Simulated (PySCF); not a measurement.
Compound: C6H14NP.
Atom-mapped SMILES: `[CH2:1]=[CH:2][P:3]([CH3:4])[CH2:5][N:6]([CH3:7])[CH3:8]` (hydrogens: H9, H10 on C1; H11 on C2; H12, H13, H14 on C4; H15, H16 on C5; H17, H18, H19 on C7; H20, H21, H22 on C8)

The same species was optimised twice, with GFN2-xTB and with PBE0-D3(BJ)/def2-SVP (PySCF), and the same property calculations (PySCF, gas phase) were run on both structures.

```
     coordinate  GFN2-xTB  PBE0-D3(BJ)/def2-SVP  change
      C1=C2 (Å)     1.324                 1.338  +0.014
      N6–C7 (Å)     1.448                 1.441  -0.007
      P3–C4 (Å)     1.846                 1.840  -0.006
      N6–C8 (Å)     1.446                 1.442  -0.004
      C2–P3 (Å)     1.818                 1.815  -0.003
      P3–C5 (Å)     1.874                 1.873  -0.001
      C5–N6 (Å)     1.444                 1.443  -0.001
   C2–P3–C5 (°)      95.4                  98.4    +3.0
   C5–N6–C8 (°)     111.4                 113.3    +1.9
   C2–P3–C4 (°)     101.5                 103.2    +1.7
   P3–C5–N6 (°)     109.3                 110.9    +1.6
   C4–P3–C5 (°)      97.2                  98.7    +1.5
   C5–N6–C7 (°)     112.2                 113.0    +0.8
   C1–C2–P3 (°)     126.4                 127.2    +0.8
   C7–N6–C8 (°)     111.8                 112.5    +0.7
C1–C2–P3–C4 (°)       -30                   -20     +10
C2–P3–C5–N6 (°)       164                   177     +13
P3–C5–N6–C7 (°)      -165                  -159      +6
```

Rotational constants: A = 3366, B = 894.1, C = 869.6 MHz (GFN2-xTB) against A = 3335, B = 854.2, C = 847.5 MHz (PBE0-D3(BJ)/def2-SVP). Point groups within 0.08 Å: C1 and C1. Atoms that the bonding makes alike are paired by their places after alignment.

On the GFN2-xTB structure: HOMO (eV) -6.11 [PBE0/pcSseg-1]; LUMO (eV) 0.03 [PBE0/pcSseg-1]; dipole (D) 1.37 [PBE0/pcSseg-1]; GIAO shielding of C1 (ppm) 61.3 [PBE0/pcSseg-1]; GIAO shielding of C2 (ppm) 34.4 [PBE0/pcSseg-1]; GIAO shielding of P3 (ppm) 374.2 [PBE0/pcSseg-1]; GIAO shielding of C4 (ppm) 174.7 [PBE0/pcSseg-1]; GIAO shielding of C5 (ppm) 121.6 [PBE0/pcSseg-1]; GIAO shielding of N6 (ppm) 229.7 [PBE0/pcSseg-1]; GIAO shielding of C7/C8 (mean) (ppm) 139.2 [PBE0/pcSseg-1].

Problem. What do these properties become on the PBE0-D3(BJ)/def2-SVP structure?

Solution. 
| property | level | on GFN2-xTB | on PBE0-D3(BJ)/def2-SVP | change |
| --- | --- | --- | --- | --- |
| HOMO (eV) | PBE0/pcSseg-1 | -6.11 | -6.04 | +0.07 |
| LUMO (eV) | PBE0/pcSseg-1 | 0.03 | -0.09 | -0.12 |
| dipole (D) | PBE0/pcSseg-1 | 1.37 | 1.35 | -0.02 |
| energy, GFN2-xTB geometry as zero (kcal/mol) | PBE0/pcSseg-1 | 0.0 | -1.6 | -1.6 |
| GIAO shielding of C1 (ppm) | PBE0/pcSseg-1 | 61.3 | 57.0 | -4.3 |
| GIAO shielding of C2 (ppm) | PBE0/pcSseg-1 | 34.4 | 34.7 | +0.3 |
| GIAO shielding of P3 (ppm) | PBE0/pcSseg-1 | 374.2 | 370.3 | -3.9 |
| GIAO shielding of C4 (ppm) | PBE0/pcSseg-1 | 174.7 | 174.6 | -0.1 |
| GIAO shielding of C5 (ppm) | PBE0/pcSseg-1 | 121.6 | 121.4 | -0.2 |
| GIAO shielding of N6 (ppm) | PBE0/pcSseg-1 | 229.7 | 233.5 | +3.8 |
| GIAO shielding of C7/C8 (mean) (ppm) | PBE0/pcSseg-1 | 139.2 | 138.6 | -0.6 |

The heavy atoms differ by 0.129 Å rms after alignment (one structure mirrored). Among bonds between heavy atoms C1=C2 changes most (+0.014 Å). Changes are differences of the printed values. Neither structure is proved a minimum here.

Shape of the structure used: `[CH2:1]=[CH:2][P:3]([CH3:4])[CH2:5][N:6]([CH3:7])[CH3:8]`: C1–C2–P3–C4 -20°, C2–P3–C5–N6 177°, P3–C5–N6–C7 -159°.
